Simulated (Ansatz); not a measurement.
Basis-set extrapolation for `CO[SiH2]S[SiH2]F` (PBE0-D4/def2-TZVP geometry, frozen core, Ansatz 0.2.0). Multiplicity 1, RHF reference.

|  | def2-TZVPP | def2-QZVPP |
| --- | --- | --- |
| HF | -1191.935820 | -1191.976073 |
| MP2 correlation | -1.079366 | -1.169798 |
| CCSD(T) correlation | -1.177741 | not run |

Energies in hartree. Use E(X) = E(∞) + A·exp(−7.88·√X) for Hartree–Fock and E(X) = E(∞) + B·X^(−2.97) for correlation, with X = 3 and 4, and add CCSD(T) minus MP2 of the smaller set to the MP2 limit.

**Question.** What is the CCSD(T) energy at the basis-set limit?

**Answer.** HF limit: -1191.976073 + (-0.040253) × 0.13774 = -1191.98162. MP2 limit: -1.169798 + (-0.090432) × 0.74074 = -1.23678. Higher-order term: -1.177741 − (-1.079366) = -0.09837. Total: -1193.31677 hartree, 5.53 eV below CCSD(T)/def2-TZVPP.
